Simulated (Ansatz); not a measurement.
**Ligand exchange: C2H3F + Cd(CH3)(SH) → C2H4S + Cd(CH3)F**

Species: C2H3F `C=CF`, singlet; Cd(CH3)(SH), singlet; C2H4S `C=CS`, singlet; Cd(CH3)F, singlet. The partners trade F for SH: C–F and Cd–SH bonds give way to C–SH and Cd–F.

Shapes, held fixed at every level: PBE0-D4/def2-TZVP. Flexible molecules stand in one conformer, not always the lowest. Programs: Ansatz 0.2.0. Electronic energies: no zero-point or thermal term.

Task: Estimate ΔE of this reaction.

Result: The highest level, CCSD(T)/def2-TZVPP, gives ΔE = +13.1 kJ/mol; the levels span +6.3 to +27.3. The column of differences is taken from that level and isn't an error. No measured value is set beside it here. For atoms past krypton def2 sets carry core potentials with scalar relativity. Outer-core shells of Cd are correlated in most correlated rows, in sets that cover them unevenly.

```json
{"level": "HF/def2-TZVPP", "kind": "Hartree–Fock", "ΔE (kJ/mol)": "+27.3", "less CCSD(T)/def2-TZVPP": "+14.2"}
{"level": "PBE-D4/def2-TZVPP", "kind": "GGA", "ΔE (kJ/mol)": "+6.3", "less CCSD(T)/def2-TZVPP": "-6.8"}
{"level": "r2SCAN-D4/def2-TZVPP", "kind": "meta-GGA", "ΔE (kJ/mol)": "+8.1", "less CCSD(T)/def2-TZVPP": "-5.0"}
{"level": "PBE0-D4/def2-TZVPP", "kind": "global hybrid", "ΔE (kJ/mol)": "+14.8", "less CCSD(T)/def2-TZVPP": "+1.7"}
{"level": "wB97X-V/def2-TZVPP", "kind": "range-separated hybrid", "ΔE (kJ/mol)": "+11.2", "less CCSD(T)/def2-TZVPP": "-1.9"}
{"level": "CCSD/def2-TZVPP", "kind": "coupled cluster or CI", "ΔE (kJ/mol)": "+14.7", "less CCSD(T)/def2-TZVPP": "+1.6"}
{"level": "CCSD(T)/def2-TZVPP", "kind": "coupled cluster or CI", "ΔE (kJ/mol)": "+13.1", "less CCSD(T)/def2-TZVPP": "0.0"}
```
